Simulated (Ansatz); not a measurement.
The cluster GaSb2. Total charge 0; quartet. Geometry r2SCAN-D4/def2-TZVP; atoms count from 1.

```xyz
3

Ga   -0.119   -0.932    1.185
Sb    1.408    0.687   -0.284
Sb   -1.289    0.246   -0.902
```

In the def2 sets Sb takes a core potential; there is no spin–orbit coupling. At PBE0-D4/def2-TZVP a doublet of charge 0 lies 0.77 eV below the quartet, each at its own geometry. The structure comes from a short search, and lower isomers may exist.

Estimate the Mulliken populations from the PBE0/def2-TZVP orbitals of Ansatz.


| atom | charge (e) | spin (α − β) |
| --- | --- | --- |
| Ga1 | 0.22 | 0.60 |
| Sb2 | -0.11 | 1.20 |
| Sb3 | -0.11 | 1.20 |
Mulliken values depend strongly on the basis.

Where does the spin sit?

Summed by element: Ga 0.60, Sb 2.40, of 3 unpaired in all. Largest on single atoms: Sb2 1.20, Sb3 1.20, Ga1 0.60.

And the Mayer bond orders between heavy atoms (over 0.3)?

Ga1–Sb2 0.93 (2.67 Å); Ga1–Sb3 0.93 (2.67 Å); Sb2–Sb3 1.32 (2.80 Å).
